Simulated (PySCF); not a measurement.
## Excitation energy of Er by level of theory

Er [Xe] 4f12 6s2 (high-spin determinant) → Er [Xe] 4f11 5d1 6s2 (high-spin determinant), as a difference of total energies. All numbers are calculated (PySCF 2.14, the spin-free X2C one-electron Hamiltonian (Gaussian nucleus), in cc-pVDZ-X2C). Correlated levels: valence: [Kr] 4d10 frozen; valence and next inner shell: [Ar] 3d10 frozen. The calculations carry no spin-orbit coupling.

```json
{"method": "UHF", "excitation energy (eV)": "-2.078"}
{"method": "LDA", "excitation energy (eV)": "2.551"}
{"method": "PBE", "excitation energy (eV)": "2.111"}
{"method": "PBE0", "excitation energy (eV)": "1.138"}
{"method": "r2SCAN", "excitation energy (eV)": "1.015"}
{"method": "MP2 (valence)", "excitation energy (eV)": "1.761"}
{"method": "SCS-MP2 (valence)", "excitation energy (eV)": "1.337"}
{"method": "MP2 (valence and next inner shell)", "excitation energy (eV)": "2.175"}
{"method": "SCS-MP2 (valence and next inner shell)", "excitation energy (eV)": "1.617"}
```

**Question.** How much does correlation contribute at MP2 (valence and next inner shell)?

**Answer.** 2.175 − (-2.078) = 4.253 eV, measured against UHF.

A first-order spin-orbit estimate (lowest level to lowest level, LS coupling) adds -0.070 eV.

The determinant of the upper state and of the lower state mixes LS terms, which raises its energy above the lowest term, most at the Hartree-Fock and MP2 levels.
